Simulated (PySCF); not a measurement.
C8H9N.
Atom-mapped SMILES: `[CH2:1]=[C:2]([CH3:3])[c:4]1[cH:5][cH:6][n:7][cH:8][cH:9]1` (hydrogens: H10, H11 on C1; H12, H13, H14 on C3; H15 on C5; H16 on C6; H17 on C8; H18 on C9)

The same species was optimised twice, with GFN2-xTB and with PBE0-D3(BJ)/def2-SVP (PySCF), and the same property calculations (PySCF, gas phase) were run on both structures.

| coordinate | GFN2-xTB | PBE0-D3(BJ)/def2-SVP | change |
| --- | --- | --- | --- |
| C1=C2 (Å) | 1.329 | 1.342 | +0.013 |
| C2–C4 (Å) | 1.472 | 1.483 | +0.011 |
| C5–C6 (Å) | 1.385 | 1.394 | +0.009 |
| N7–C8 (Å) | 1.323 | 1.332 | +0.009 |
| C4–C9 (Å) | 1.396 | 1.403 | +0.007 |
| C8–C9 (Å) | 1.384 | 1.391 | +0.007 |
| C6–N7 (Å) | 1.322 | 1.329 | +0.007 |
| C4–C5 (Å) | 1.395 | 1.401 | +0.006 |
| C2–C3 (Å) | 1.500 | 1.501 | +0.001 |
| C2–C4–C9 (°) | 121.3 | 122.3 | +1.0 |
| C5–C4–C9 (°) | 116.9 | 116.2 | -0.7 |
| C1–C2–C3 (°) | 121.7 | 121.0 | -0.7 |
| C6–N7–C8 (°) | 117.5 | 116.9 | -0.6 |
| C3–C2–C4 (°) | 117.0 | 117.6 | +0.6 |
| C4–C5–C6 (°) | 119.1 | 119.6 | +0.5 |
| C4–C9–C8 (°) | 119.2 | 119.6 | +0.4 |
| N7–C8–C9 (°) | 123.6 | 123.9 | +0.3 |
| C1–C2–C4–C5 (°) | 146 | 157 | +11 |

Rotational constants: A = 3750, B = 1211, C = 957.6 MHz (GFN2-xTB) against A = 3723, B = 1204, C = 931.7 MHz (PBE0-D3(BJ)/def2-SVP).

On the GFN2-xTB structure: HOMO (eV) -7.21 [PBE0/pcSseg-1]; LUMO (eV) -1.26 [PBE0/pcSseg-1]; dipole (D) 2.63 [PBE0/pcSseg-1]; GIAO shielding of C1 (ppm) 64.1 [PBE0/pcSseg-1]; GIAO shielding of C2 (ppm) 34.2 [PBE0/pcSseg-1]; GIAO shielding of C3 (ppm) 162.8 [PBE0/pcSseg-1]; GIAO shielding of C4 (ppm) 31.7 [PBE0/pcSseg-1]; GIAO shielding of C5/C9 (mean) (ppm) 62.1 [PBE0/pcSseg-1]; GIAO shielding of C6/C8 (mean) (ppm) 30.8 [PBE0/pcSseg-1]; GIAO shielding of N7 (ppm) -91.5 [PBE0/pcSseg-1].

Q: What do these properties become on the PBE0-D3(BJ)/def2-SVP structure?

A: 
```json
{"property": "HOMO (eV)", "level": "PBE0/pcSseg-1", "on GFN2-xTB": "-7.21", "on PBE0-D3(BJ)/def2-SVP": "-7.17", "change": "+0.04"}
{"property": "LUMO (eV)", "level": "PBE0/pcSseg-1", "on GFN2-xTB": "-1.26", "on PBE0-D3(BJ)/def2-SVP": "-1.42", "change": "-0.16"}
{"property": "dipole (D)", "level": "PBE0/pcSseg-1", "on GFN2-xTB": "2.63", "on PBE0-D3(BJ)/def2-SVP": "2.69", "change": "+0.06"}
{"property": "energy, GFN2-xTB geometry as zero (kcal/mol)", "level": "PBE0/pcSseg-1", "on GFN2-xTB": "0.0", "on PBE0-D3(BJ)/def2-SVP": "-0.5", "change": "-0.5"}
{"property": "GIAO shielding of C1 (ppm)", "level": "PBE0/pcSseg-1", "on GFN2-xTB": "64.1", "on PBE0-D3(BJ)/def2-SVP": "61.2", "change": "-2.9"}
{"property": "GIAO shielding of C2 (ppm)", "level": "PBE0/pcSseg-1", "on GFN2-xTB": "34.2", "on PBE0-D3(BJ)/def2-SVP": "34.4", "change": "+0.2"}
{"property": "GIAO shielding of C3 (ppm)", "level": "PBE0/pcSseg-1", "on GFN2-xTB": "162.8", "on PBE0-D3(BJ)/def2-SVP": "161.5", "change": "-1.3"}
{"property": "GIAO shielding of C4 (ppm)", "level": "PBE0/pcSseg-1", "on GFN2-xTB": "31.7", "on PBE0-D3(BJ)/def2-SVP": "33.1", "change": "+1.4"}
{"property": "GIAO shielding of C5/C9 (mean) (ppm)", "level": "PBE0/pcSseg-1", "on GFN2-xTB": "62.1", "on PBE0-D3(BJ)/def2-SVP": "60.6", "change": "-1.5"}
{"property": "GIAO shielding of C6/C8 (mean) (ppm)", "level": "PBE0/pcSseg-1", "on GFN2-xTB": "30.8", "on PBE0-D3(BJ)/def2-SVP": "28.4", "change": "-2.4"}
{"property": "GIAO shielding of N7 (ppm)", "level": "PBE0/pcSseg-1", "on GFN2-xTB": "-91.5", "on PBE0-D3(BJ)/def2-SVP": "-95.6", "change": "-4.1"}
```

The heavy atoms differ by 0.094 Å rms after alignment. Among bonds between heavy atoms C1=C2 changes most (+0.013 Å). Changes are differences of the printed values. Neither structure is proved a minimum here.

Shape of the structure used: `[CH2:1]=[C:2]([CH3:3])[c:4]1[cH:5][cH:6][n:7][cH:8][cH:9]1`: C1–C2–C4–C5 157°.
